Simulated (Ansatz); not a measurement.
Steps of a relaxation of C$_{3}$H$_{7}$GaO with RKS PBE-D4/def2-SVP.

```sh
$ ansatz run in.yaml --threads 4 --pin off --events-out ev --progress --plain --max-ram 10444MiB
```

```yaml
crystal:
  periodic: [false, false, false]
  atoms:
    - {symbol: C, position_ang: [-1.143100, 0.065100, 1.187500]}
    - {symbol: C, position_ang: [0.067400, 0.513200, 1.034000]}
    - {symbol: C, position_ang: [1.051000, -0.353200, 0.349700]}
    - {symbol: Ga, position_ang: [1.175000, 0.036400, -1.818200]}
    - {symbol: O, position_ang: [-0.505400, 0.070800, -2.402500]}
    - {symbol: H, position_ang: [-1.507000, -0.850500, 0.818200]}
    - {symbol: H, position_ang: [-1.894000, 0.760600, 1.654200]}
    - {symbol: H, position_ang: [0.398100, 1.520500, 1.376300]}
    - {symbol: H, position_ang: [1.264900, -1.250300, 1.013000]}
    - {symbol: H, position_ang: [2.041900, 0.198200, 0.268500]}
    - {symbol: H, position_ang: [0.004000, -1.685000, -1.448100]}
    - {symbol: H, position_ang: [-0.875800, 0.919000, -1.998500]}
basis:
  gaussian: {orbitals: def2-SVP}
hamiltonian: {xc: pbe, dispersion: d4}
relax: {f_tol: 0.03, max_steps: 200}
```

Positions (Å) and forces (eV/Å) along the path, 12 of 34 steps:

```xyz
12
step=1 energy=-57619.5134 eV
C    -1.143    0.065    1.188   -3.443    2.152    1.676
C     0.067    0.513    1.034    2.587    0.218   -1.428
C     1.051   -0.353    0.350    2.648   -0.097    1.962
Ga    1.175    0.036   -1.818    1.932    0.241   -0.095
O    -0.505    0.071   -2.402   -2.939    1.613   -0.956
H    -1.507   -0.851    0.818   -0.455   -1.679   -0.752
H    -1.894    0.761    1.654    0.256   -0.677   -0.029
H     0.398    1.520    1.376   -0.200   -0.200   -0.234
H     1.265   -1.250    1.013   -0.320    0.099   -1.198
H     2.042    0.198    0.269   -0.665   -0.667    0.363
H     0.004   -1.685   -1.448    0.236    0.246    1.288
H    -0.876    0.919   -1.998    0.362   -1.248   -0.597
12
step=3 energy=-57620.9207 eV
C    -1.196    0.093    1.169    0.022    0.271   -0.016
C     0.082    0.493    0.974    0.243   -0.579   -0.242
C     1.152   -0.374    0.415   -0.857   -0.563    0.734
Ga    1.176    0.087   -1.893    0.688    0.369   -0.757
O    -0.569    0.157   -2.560   -0.517    0.192   -0.262
H    -1.555   -0.883    0.801    0.025   -0.007   -0.043
H    -1.917    0.747    1.682   -0.056   -0.021    0.018
H     0.395    1.506    1.301   -0.068   -0.035   -0.167
H     1.244   -1.358    0.914   -0.049    0.009   -0.283
H     2.117    0.140    0.349    0.265   -0.155   -0.085
H     0.095   -1.547   -1.099    0.519    0.797    1.135
H    -0.948    0.884   -2.017   -0.216   -0.279   -0.032
12
step=11 energy=-57625.2468 eV
C    -1.289    0.129    1.153   -0.151   -0.066   -0.186
C     0.027    0.371    1.010    0.215    0.133   -0.041
C     1.022   -0.621    0.452   -0.013    0.084    0.195
Ga    1.265    0.515   -2.838   -0.312   -0.002   -0.060
O    -0.565    0.325   -2.647   -0.078    0.234    1.133
H    -1.738   -0.836    0.832    0.097    0.231    0.136
H    -1.971    0.887    1.579    0.044   -0.086   -0.034
H     0.428    1.363    1.320   -0.122   -0.264    0.011
H     1.235   -1.439    1.177    0.010    0.073   -0.034
H     1.995   -0.154    0.198   -0.018    0.035    0.022
H     0.627   -1.093   -0.464   -0.082   -0.161   -0.128
H    -0.959    0.497   -1.739    0.410   -0.211   -1.013
12
step=16 energy=-57625.3538 eV
C    -1.301    0.124    0.958   -0.054    0.080   -0.054
C     0.028    0.330    0.868    0.038   -0.043    0.019
C     1.043   -0.719    0.497   -0.012   -0.177   -0.004
Ga    1.073    0.782   -2.939    0.053    0.005   -0.082
O    -0.614    0.485   -2.321   -0.002    0.039    0.390
H    -1.750   -0.857    0.728   -0.004    0.000    0.003
H    -1.989    0.930    1.267    0.051   -0.060   -0.027
H     0.417    1.338    1.105    0.008   -0.041    0.055
H     1.359   -1.306    1.396   -0.025    0.170   -0.175
H     1.965   -0.269    0.070   -0.074   -0.054   -0.003
H     0.632   -1.447   -0.242    0.070    0.132    0.169
H    -0.787    0.555   -1.351   -0.048   -0.052   -0.291
12
step=17 energy=-57625.3883 eV
C    -1.309    0.154    0.902    0.202   -0.043    0.058
C     0.033    0.308    0.944   -0.172    0.002   -0.212
C     1.035   -0.728    0.520    0.068   -0.076    0.074
Ga    1.000    0.895   -3.086   -0.103   -0.041    0.037
O    -0.566    0.410   -2.283    0.124    0.041    0.133
H    -1.779   -0.792    0.574    0.064    0.093   -0.030
H    -1.984    0.961    1.225   -0.036    0.012    0.027
H     0.440    1.278    1.294   -0.022   -0.080    0.036
H     1.480   -1.228    1.415   -0.006    0.074   -0.131
H     1.888   -0.279   -0.042   -0.159   -0.063    0.075
H     0.569   -1.513   -0.114    0.065    0.072    0.086
H    -0.729    0.480   -1.315   -0.026    0.008   -0.152
12
step=18 energy=-57625.3984 eV
C    -1.313    0.160    0.903    0.063   -0.040   -0.034
C     0.027    0.308    0.947   -0.040    0.008   -0.029
C     1.027   -0.719    0.505    0.094   -0.023   -0.079
Ga    1.052    0.854   -3.023   -0.082   -0.034    0.026
O    -0.543    0.390   -2.274    0.077    0.031    0.055
H    -1.787   -0.755    0.500    0.069    0.055    0.079
H    -1.985    0.947    1.277   -0.034    0.033   -0.034
H     0.439    1.261    1.338   -0.037   -0.112    0.046
H     1.546   -1.176    1.382   -0.055    0.087   -0.092
H     1.830   -0.265   -0.125   -0.115   -0.081    0.085
H     0.547   -1.534   -0.076    0.061    0.053    0.059
H    -0.764    0.474   -1.321    0.000    0.022   -0.082
12
step=20 energy=-57625.4040 eV
C    -1.313    0.156    0.897   -0.035   -0.030   -0.035
C     0.026    0.302    0.949    0.034    0.020    0.043
C     1.029   -0.719    0.505    0.078   -0.039   -0.038
Ga    1.055    0.820   -3.029   -0.018   -0.017   -0.006
O    -0.543    0.396   -2.272   -0.006    0.045    0.140
H    -1.782   -0.762    0.497    0.044    0.058    0.022
H    -1.989    0.945    1.263   -0.012   -0.003   -0.004
H     0.435    1.242    1.369   -0.024   -0.062   -0.017
H     1.566   -1.154    1.380   -0.041    0.058   -0.071
H     1.816   -0.265   -0.141   -0.080   -0.050    0.057
H     0.552   -1.548   -0.058    0.039    0.043    0.042
H    -0.775    0.531   -1.327    0.022   -0.023   -0.132
12
step=21 energy=-57625.4068 eV
C    -1.314    0.152    0.888   -0.087    0.000   -0.032
C     0.023    0.295    0.954    0.077    0.026    0.080
C     1.031   -0.719    0.508    0.045   -0.028   -0.002
Ga    1.058    0.771   -3.040   -0.048   -0.022    0.012
O    -0.559    0.444   -2.272    0.016    0.047    0.186
H    -1.777   -0.762    0.477    0.008    0.019   -0.006
H    -1.994    0.939    1.252    0.010   -0.026    0.001
H     0.430    1.226    1.396   -0.011   -0.025   -0.039
H     1.591   -1.129    1.379   -0.026    0.027   -0.044
H     1.798   -0.265   -0.159   -0.025   -0.014    0.014
H     0.559   -1.563   -0.033    0.013    0.013    0.021
H    -0.769    0.555   -1.316    0.028   -0.018   -0.192
12
step=22 energy=-57625.4091 eV
C    -1.315    0.141    0.866   -0.051    0.000   -0.002
C     0.021    0.280    0.966    0.035    0.065    0.022
C     1.038   -0.721    0.514    0.050   -0.040    0.049
Ga    1.055    0.672   -3.048   -0.193   -0.031    0.092
O    -0.583    0.515   -2.253    0.146    0.073    0.163
H    -1.767   -0.763    0.425   -0.009   -0.002   -0.006
H    -2.005    0.920    1.232    0.022   -0.026   -0.006
H     0.420    1.205    1.425   -0.010   -0.017   -0.013
H     1.640   -1.086    1.378   -0.043    0.009   -0.071
H     1.771   -0.265   -0.190   -0.011   -0.009    0.006
H     0.572   -1.593    0.013    0.018    0.021    0.019
H    -0.769    0.640   -1.293    0.044   -0.042   -0.252
12
step=27 energy=-57625.3925 eV rejected
C    -1.317    0.105    0.838   -0.041   -0.069   -0.055
C     0.017    0.272    0.935    0.086    0.101    0.065
C     1.056   -0.726    0.526   -0.055    0.100   -0.273
Ga    1.029    0.452   -2.976   -0.046    0.001    0.012
O    -0.597    0.737   -2.216    0.064    0.002   -0.068
H    -1.747   -0.780    0.336   -0.008   -0.073    0.218
H    -2.023    0.840    1.258    0.018    0.081   -0.187
H     0.399    1.230    1.338   -0.023   -0.117    0.192
H     1.681   -1.039    1.389   -0.035    0.025    0.037
H     1.763   -0.284   -0.213    0.042   -0.037    0.004
H     0.605   -1.630    0.073    0.011   -0.022    0.017
H    -0.788    0.767   -1.255   -0.012    0.006    0.038
12
step=31 energy=-57625.4191 eV
C    -1.319    0.081    0.838    0.001   -0.005   -0.008
C     0.012    0.266    0.933    0.006    0.008    0.007
C     1.057   -0.724    0.522    0.000   -0.004   -0.002
Ga    0.996    0.379   -2.995    0.010   -0.003   -0.015
O    -0.566    0.870   -2.214    0.000   -0.002    0.026
H    -1.743   -0.853    0.432    0.001    0.001    0.006
H    -2.032    0.850    1.173    0.000    0.001   -0.004
H     0.383    1.222    1.349   -0.004   -0.012   -0.001
H     1.685   -1.023    1.390   -0.004    0.004   -0.009
H     1.763   -0.288   -0.221   -0.004   -0.004    0.002
H     0.614   -1.641    0.083    0.005    0.007    0.009
H    -0.773    0.806   -1.257   -0.010    0.011   -0.010
12
step=34 energy=-57625.4197 eV
C    -1.320    0.064    0.827   -0.002    0.001    0.000
C     0.010    0.260    0.921    0.001    0.001    0.000
C     1.061   -0.734    0.534    0.005   -0.009    0.002
Ga    0.961    0.350   -3.009   -0.016    0.008    0.003
O    -0.547    0.954   -2.197    0.027   -0.011   -0.014
H    -1.737   -0.882    0.443    0.002    0.003    0.003
H    -2.039    0.837    1.143    0.001   -0.002   -0.003
H     0.375    1.227    1.315   -0.002   -0.007    0.000
H     1.700   -0.998    1.404   -0.005    0.005   -0.008
H     1.756   -0.316   -0.231   -0.005   -0.003    0.002
H     0.623   -1.668    0.130    0.004    0.009    0.004
H    -0.765    0.850   -1.246   -0.011    0.005    0.011
```

It took 56 s on 4 threads of an Arm Neoverse V1 on a shared host, with 0.28 GiB of host memory at the peak.
